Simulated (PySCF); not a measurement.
C₂H₆PSi₂ (doublet state).
Geometry (GFN2-xTB, Å), atoms numbered from 1 in this order:
```
atom  x, y, z in Å
C1     3.5859   -0.7595    0.4298
C2     2.3988   -0.8564    0.2371
Si3    0.5611   -0.9639    0.1714
P4    -0.3397    0.9186   -0.6071
Si5   -2.4437    0.7066    0.1006
H6     4.6295   -0.6858    0.5454
H7     0.2084   -2.0656   -0.7372
H8     0.0769    1.7289    0.4303
H9    -3.0353   -0.3754   -0.6848
H10   -3.1187    1.9764   -0.1585
H11   -2.5178    0.3788    1.5265
```

The hyperfine couplings belong to this conformer and change with its torsions.

Identity: `C#C[SiH]P[SiH3]` [radical].

Computed, not measured: UKS B3LYP, pcH-1 on C H P Si, non-relativistic, mean-field spin-orbit, GIAO in PySCF. Geometry: GFN2-xTB, one conformer, isolated molecule. A GFN2-xTB geometry isn't a minimum of the functional, and hyperfine couplings can be far from their values at a DFT geometry, by a factor of two or more for some ions and for spin on atoms past the first row. The SCF solution wasn't tested for stability.

Problem. What is the g tensor, term by term?

Solution. 
```tsv
Δg (ppm)	1	2	3
relativistic mass correction	-147	-147	-147
gauge correction	33	31	51
orbital Zeeman/spin–orbit	-565	654	5023
total	-679	538	4928
```

So g = 2.00164, 2.00286, 2.00725 and g_iso = 2.00391; the tensor is rhombic: the two nearest values differ by 22 % of g3 − g1. Axes: g2 points within 9° of the Si3–P4 bond.

Problem. What effective moment and Curie constant follow for a powder?

Solution. With the mean of g² = 4.0157 and S(S+1) = 0.75: μ_eff = √(⟨g²⟩S(S+1)) = 1.735 μB and χT = 0.12505·⟨g²⟩·S(S+1) = 0.377 cm³ K/mol (cgs; spin-Hamiltonian part alone).

Problem. How much does each term add to the isotropic shift?

Solution. The orbital-Zeeman/spin–orbit term 1704, the mass correction -147 and the gauge correction 39 ppm, for a total of 1596 ppm. The orbital-Zeeman/spin–orbit term is the largest in size. The mass correction is the same along every axis, so the anisotropy comes from the other two: their spans along these axes are 20 (gauge) and 5588 ppm (orbital Zeeman/spin–orbit).

Problem. What are the electron Larmor frequencies g μB B/h along the three axes at 340 mT?

Solution. 9.5253, 9.5310, 9.5519 GHz for g1, g2 and g3, a range of 26.7 MHz.

Problem. In a frozen sample, at which fields do the three g values resonate at 9.5, 34, 94 and 263 GHz (hyperfine left aside), and which band first spreads them over more than twice a line width of 1.0 mT?

Solution. 
```json
{"band": "X", "GHz": "9.5", "B(g3) mT": "338.15", "B(g2) mT": "338.89", "B(g1) mT": "339.10", "spread mT": "0.95"}
{"band": "Q", "GHz": "34.0", "B(g3) mT": "1210.23", "B(g2) mT": "1212.88", "B(g1) mT": "1213.62", "spread mT": "3.39"}
{"band": "W", "GHz": "94.0", "B(g3) mT": "3345.92", "B(g2) mT": "3353.25", "B(g1) mT": "3355.29", "spread mT": "9.37"}
{"band": "J", "GHz": "263.0", "B(g3) mT": "9361.46", "B(g2) mT": "9381.97", "B(g1) mT": "9387.68", "spread mT": "26.22"}
```

The spread grows in proportion to the frequency. Q band is the first where it exceeds 2.0 mT.

Largest spin populations (Mulliken): Si3 (+0.78), C1 (+0.16), P4 (+0.13) and C2 (-0.08). The positive populations add up to 1.09 and the negative ones to -0.09, together 2S = 1. The angles at Si3 add up to 327.9°, so it is pyramidal.

The HOMO–LUMO gaps are 4.92 eV among the α and 4.29 eV among the β orbitals.
